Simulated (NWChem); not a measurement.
System: HfNH2SF; SMILES [F][Hf]([NH2])=[S]

The following NWChem deck was run.

```
start job
memory heap 200 mb stack 900 mb global 1100 mb
geometry units angstroms noautoz
  Hf    -0.065907     0.171290     0.380655
  S      0.629669    -1.876028    -0.160196
  F     -1.774558     0.678270    -0.349542
  N      1.413839     1.454209    -0.094368
  H      1.283101     2.440801    -0.316655
  H      2.350049     1.182317    -0.388665
end
basis spherical
  * library def2-svp
end
ecp
  Hf library def2-ecp
end
dft
  xc becke97-2
  iterations 150
  mulliken
end
task dft energy
```

NWChem printed, in part:

```
             Northwest Computational Chemistry Package (NWChem) 7.3.0
             --------------------------------------------------------

 C1  symmetry detected

                             Geometry "geometry" -> ""
                             -------------------------

 Output coordinates in angstroms (scale by  1.889725989 to convert to a.u.)

  No.       Tag          Charge          X              Y              Z
 ---- ---------------- ---------- -------------- -------------- --------------
    1 Hf                  72.0000    -0.01599943     0.18668366     0.17840028
    2 S                   16.0000    -0.18270316    -2.00234350    -0.20660193
    3 F                    9.0000    -1.45553469     1.25648008    -0.52372397
    4 N                    7.0000     1.79986995     0.77445553    -0.46837547
    5 H                    1.0000     2.03461609     1.71928669    -0.77178284
    6 H                    1.0000     2.54131599     0.14747609    -0.77526260

 Effective nuclear repulsion energy (a.u.)     675.3707625753

                                 NWChem DFT Module
                                 -----------------

 Summary of "ao basis" -> "ao basis" (spherical)
 ------------------------------------------------------------------------------
       Tag                 Description            Shells   Functions and Types
 ---------------- ------------------------------  ------  ---------------------
 Hf                         def2-svp                12       32   6s3p2d1f
 S                          def2-svp                 8       18   4s3p1d
 F                          def2-svp                 6       14   3s2p1d
 N                          def2-svp                 6       14   3s2p1d
 H                          def2-svp                 3        5   2s1p

            General Information
            -------------------
          SCF calculation type: DFT
          Wavefunction type:  closed shell.
          No. of atoms     :     6
          No. of electrons :    46
           Alpha electrons :    23
            Beta electrons :    23
          Charge           :     0
          Spin multiplicity:     1
          Use of symmetry is: off; symmetry adaption is: off
          Maximum number of iterations: 150
          AO basis - number of functions:    88
                     number of shells:    38
          Convergence on energy requested:  1.00D-06
          Convergence on density requested:  1.00D-05
          Convergence on gradient requested:  5.00D-04

              XC Information
              --------------
                   Becke 97-2 Method XC Functional
                     Hartree-Fock (Exact) Exchange  0.210
                 Becke 1997-2  Exchange Functional  1.000
                Becke 1997-2 Correlation Potential  1.000

             Grid Information
             ----------------
          Grid used for XC integration:  medium
          Radial quadrature: Mura-Knowles
          Angular quadrature: Lebedev.
          Tag              B.-S. Rad. Rad. Pts. Rad. Cut. Ang. Pts.
          ---              ---------- --------- --------- ---------
          Hf                  1.55      123           9.0       590
          S                   1.00       88          11.0       590
          F                   0.50       49          11.0       434
          N                   0.65       49          10.0       434
          H                   0.35       45          11.0       434
          Grid pruning is: on
          Number of quadrature shells:   399
          Spatial weights used:  Erf1

      Superposition of Atomic Density Guess
      -------------------------------------

 Sum of atomic energies:        -603.82080972

      Non-variational initial energy
      ------------------------------

 Total energy =    -599.546352
 1-e energy   =   -1170.632830
 2-e energy   =     405.547623
 HOMO         =      -0.341516
 LUMO         =      -0.081219

     ---------------------------------------------
      Total Density - Mulliken Population Analysis
     ---------------------------------------------

    Atom       Charge   Shell Charges
 -----------   ------   -------------------------------------------------------
    1 Hf  12     9.67   0.03 -0.30  1.74  0.53  0.34  0.06  5.47  0.59  0.12  0.78  0.21  0.10
    2 S   16    17.16   2.00  1.99  1.24  0.68  5.94  2.03  3.25  0.02
    3 F    9     9.70   1.99  1.16  0.80  3.59  2.17  0.00
    4 N    7     7.98   1.99  1.05  0.50  2.66  1.78  0.00
    5 H    1     0.74   0.58  0.11  0.04
    6 H    1     0.74   0.59  0.11  0.05

   convergence    iter        energy       DeltaE   RMS-Dens  Diis-err
 ---------------- ----- ----------------- --------- --------- ---------
 d= 0,ls=0.0,diis     1   -601.6577403817 -7.67D+02  5.30D-02  1.65D+00
 d= 0,ls=0.0,diis     2   -597.5510137462  4.11D+00  4.49D-02  2.81D+01
 d= 0,ls=0.0,diis     3   -601.8974767275 -4.35D+00  7.99D-03  3.50D-01
 d= 0,ls=0.0,diis     4   -601.8922783858  5.20D-03  4.60D-03  2.72D-01
 d= 0,ls=0.0,diis     5   -601.9345293337 -4.23D-02  4.80D-04  2.36D-03
  Resetting Diis
 d= 0,ls=0.0,diis     6   -601.9347030906 -1.74D-04  3.16D-04  9.05D-04
 d= 0,ls=0.0,diis     7   -601.9348576150 -1.55D-04  1.74D-04  1.02D-04
 d= 0,ls=0.0,diis     8   -601.9348309654  2.66D-05  1.19D-04  3.47D-04
 d= 0,ls=0.0,diis     9   -601.9348681876 -3.72D-05  1.97D-05  2.03D-06
 d= 0,ls=0.0,diis    10   -601.9348684499 -2.62D-07  6.75D-06  4.41D-07

         Total DFT energy =     -601.934868449873
      One electron energy =    -1175.644679936377
           Coulomb energy =      458.041882977795
    Exchange-Corr. energy =      -49.870927289974
 Nuclear repulsion energy =      165.538855798684

 Numeric. integr. density =       46.000003584184

                       DFT Final Molecular Orbital Analysis
                       ------------------------------------

 Vector   21  Occ=2.000000D+00  E=-2.681617D-01
              MO Center= -1.3D-01, -1.6D+00, -1.5D-01, r^2= 2.6D+00
   Bfn.  Coefficient  Atom+Function         Bfn.  Coefficient  Atom+Function
  ----- ------------  ---------------      ----- ------------  ---------------
    44      0.485381  2 S  py                41      0.392289  2 S  py
     5      0.305670  1 Hf s                 20     -0.296112  1 Hf d  2
     3     -0.241043  1 Hf s                 38      0.227223  2 S  py
    17      0.160197  1 Hf d -1               8      0.148380  1 Hf py
    35     -0.146116  2 S  s                  2      0.140617  1 Hf s

 Vector   22  Occ=2.000000D+00  E=-2.463059D-01
              MO Center= -1.5D-01, -1.5D+00, -1.2D-01, r^2= 2.2D+00
   Bfn.  Coefficient  Atom+Function         Bfn.  Coefficient  Atom+Function
  ----- ------------  ---------------      ----- ------------  ---------------
    45      0.511834  2 S  pz                42      0.380747  2 S  pz
    17     -0.292363  1 Hf d -1              39      0.218888  2 S  pz
    18     -0.104055  1 Hf d  0              22     -0.096500  1 Hf d -1
    15      0.089933  1 Hf pz                 9     -0.087253  1 Hf pz
    20     -0.076990  1 Hf d  2              43     -0.074614  2 S  px

 Vector   23  Occ=2.000000D+00  E=-2.358796D-01
              MO Center= -1.3D-01, -1.6D+00, -1.5D-01, r^2= 2.2D+00
   Bfn.  Coefficient  Atom+Function         Bfn.  Coefficient  Atom+Function
  ----- ------------  ---------------      ----- ------------  ---------------
    43      0.540804  2 S  px                40      0.395771  2 S  px
    37      0.227069  2 S  px                16     -0.223454  1 Hf d -2
     7     -0.119303  1 Hf px                21     -0.094941  1 Hf d -2
    13      0.093980  1 Hf px                45      0.087022  2 S  pz
    70     -0.078180  4 N  pz                73      0.077761  4 N  pz

 Vector   24  Occ=0.000000D+00  E=-1.051339D-01
              MO Center= -1.5D-03,  2.9D-01,  1.0D+00, r^2= 3.6D+00
   Bfn.  Coefficient  Atom+Function         Bfn.  Coefficient  Atom+Function
  ----- ------------  ---------------      ----- ------------  ---------------
    18      0.536639  1 Hf d  0               6      0.510696  1 Hf s
     5      0.365165  1 Hf s                 15      0.294118  1 Hf pz
     3     -0.248902  1 Hf s                 23      0.153931  1 Hf d  0
     2      0.151052  1 Hf s                  9     -0.151149  1 Hf pz
     4     -0.145155  1 Hf s                 44     -0.127061  2 S  py

 Vector   25  Occ=0.000000D+00  E=-3.552925D-02
              MO Center= -1.4D-01,  1.8D-01,  3.4D-01, r^2= 3.4D+00
   Bfn.  Coefficient  Atom+Function         Bfn.  Coefficient  Atom+Function
  ----- ------------  ---------------      ----- ------------  ---------------
    17      0.540869  1 Hf d -1              19      0.474465  1 Hf d  1
    16     -0.266313  1 Hf d -2              13     -0.239473  1 Hf px
    18     -0.210713  1 Hf d  0              45      0.206821  2 S  pz
    22      0.185314  1 Hf d -1              56      0.170819  3 F  pz
    44     -0.161415  2 S  py                14      0.151505  1 Hf py

 Vector   26  Occ=0.000000D+00  E=-2.874875D-02
              MO Center=  1.4D-01,  2.2D-01,  4.3D-01, r^2= 3.9D+00
   Bfn.  Coefficient  Atom+Function         Bfn.  Coefficient  Atom+Function
  ----- ------------  ---------------      ----- ------------  ---------------
    19      0.521426  1 Hf d  1              17     -0.435156  1 Hf d -1
    44      0.270401  2 S  py                13     -0.237520  1 Hf px
    14     -0.235946  1 Hf py                45     -0.221591  2 S  pz
    16     -0.205210  1 Hf d -2              73      0.205422  4 N  pz
    36      0.189123  2 S  s                 22     -0.188055  1 Hf d -1

     ---------------------------------------------
      Total Density - Mulliken Population Analysis
     ---------------------------------------------

[...]
```

Level: B97-2/def2-SVP with def2 effective core potentials on Hf. The geometry was optimised at PBE0/def2-SVP. def2 effective core potentials on Hf; no spin-orbit coupling.
